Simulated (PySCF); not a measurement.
- GFN2-xTB structure
- NMR shieldings at PBE0/pcSseg-1/GIAO
- program: PySCF 2.14.0 with density-fitted response routines
- non-relativistic, one conformer, in vacuum, rapidly exchanging positions averaged

Shifts are taken against calculated references (same method and geometry level): TMS for $^{1}$H, $^{13}$C. Shifts are as computed. Against solution values, carbons near 30 ppm lie about +3 ppm off and those near 130 ppm about +5 ppm; carbons on Cl a further +6 ppm. Of 1211 compounds with measured shifts, 218 miss one by over three times the rms of a fit or turn the order of signals round; such compounds aren't used in these exercises. Carbons bonded to Cl come out too deshielded.

(1) Order these molecules by the shift of their most deshielded carbon-bound hydrogen, lowest δ first.
A. CC(C)=C(C)C#N
B. C#C/C(C)=C(\F)OC
C. C=C(C#N)C(C)C

(2) How many $^{13}$C and $^{1}$H signals does each give (equivalence by symmetry and fast rotation, but not about amide C–N or C=N bonds)? `C#C/C(C)=C(\F)OC`, `C=C(C#N)C(C)C`, `CN(C)C1=CCCC=C1Cl`, `CC(C)=C(C)C#N`

Answers

(1) A (2.29 ppm, hydrogen on an allylic methyl carbon), B (3.98 ppm, hydrogen on a methyl carbon bonded to O), C (6.09 ppm, hydrogen on a terminal =CH2 carbon).

(2) C#C/C(C)=C(\F)OC: 6 C, 3 H; C=C(C#N)C(C)C: 5 C, 4 H; CN(C)C1=CCCC=C1Cl: 7 C, 5 H; CC(C)=C(C)C#N: 6 C, 3 H.
